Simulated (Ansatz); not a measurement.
## Strength of the C–N bond: CH7GeN → GeH3(NH) + CH3

Species: CH7GeN `C[NH][GeH3]`, singlet; GeH3(NH), doublet; CH3 (methyl radical) `[CH3]`, doublet. 

Shapes, held fixed at every level: PBE0-D4/def2-TZVP. Programs: Ansatz 0.2.0. The zero-point and thermal change to 298 K, harmonic and unscaled (PBE0-D4/def2-TZVP), is -26.4 kJ/mol.

```json
{"level": "HF/def2-TZVPP", "kind": "Hartree–Fock", "ΔH(298 K) (kJ/mol)": "+210.6", "less CCSD(T)/def2-TZVPP": "-140.3"}
{"level": "PBE-D4/def2-TZVPP", "kind": "GGA", "ΔH(298 K) (kJ/mol)": "+357.8", "less CCSD(T)/def2-TZVPP": "+6.9"}
{"level": "r2SCAN-D4/def2-TZVPP", "kind": "meta-GGA", "ΔH(298 K) (kJ/mol)": "+324.4", "less CCSD(T)/def2-TZVPP": "-26.5"}
{"level": "BHLYP-D4/def2-TZVPP", "kind": "global hybrid", "ΔH(298 K) (kJ/mol)": "+326.3", "less CCSD(T)/def2-TZVPP": "-24.6"}
{"level": "MP2/def2-SVP", "kind": "perturbation theory", "ΔH(298 K) (kJ/mol)": "+381.4", "less CCSD(T)/def2-TZVPP": "+30.5"}
{"level": "CCSD(T)/def2-SVP", "kind": "coupled cluster or CI", "ΔH(298 K) (kJ/mol)": "+355.4", "less CCSD(T)/def2-TZVPP": "+4.5"}
{"level": "CCSD/def2-SVP", "kind": "coupled cluster or CI", "ΔH(298 K) (kJ/mol)": "+346.9", "less CCSD(T)/def2-TZVPP": "-4.0"}
{"level": "CCSD(T)/def2-TZVPP", "kind": "coupled cluster or CI", "ΔH(298 K) (kJ/mol)": "+350.9", "less CCSD(T)/def2-TZVPP": "0.0"}
```

The highest level, CCSD(T)/def2-TZVPP, gives ΔH(298 K) = +350.9 kJ/mol; the levels span +210.6 to +381.4. The column of differences is taken from that level and isn't an error. Hartree–Fock misses the correlation of the pair that is broken and comes out low. No measured value is set beside it here. Open shells run unrestricted unless RO is named. Relativity is left out for Ge unless named. Correlated rows may include outer-core shells of Ge, which these sets cover unevenly.
